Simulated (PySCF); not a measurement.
**How methods differ on the interval between two levels of Au**

Au [Xe] 4f14 5d10 6s1 [2S1/2, M_J = 1/2] → Au [Xe] 4f14 5d10 6d1 [2D5/2, M_J = 5/2], as a difference of total energies. Calculation: PySCF 2.14, in x2c-SVPall-2c with one added diffuse shell each of s, d type (8s9p10d2f, 99 functions); the two-component X2C-1e Hamiltonian. Correlated levels: [Kr] 4d10 4f14 frozen; the 22 highest virtual spinors dropped. "Screened" scales the spin-orbit matrix elements by Boettger's factors to mimic the two-electron term; Breit and QED terms are absent.

```json
{"method": "GHF (spin-free)", "interval between two levels (cm⁻¹)": "52335"}
{"method": "GMP2 (spin-free)", "interval between two levels (cm⁻¹)": "58770"}
{"method": "GHF (screened spin-orbit)", "interval between two levels (cm⁻¹)": "52589"}
{"method": "GMP2 (screened spin-orbit)", "interval between two levels (cm⁻¹)": "59029"}
```
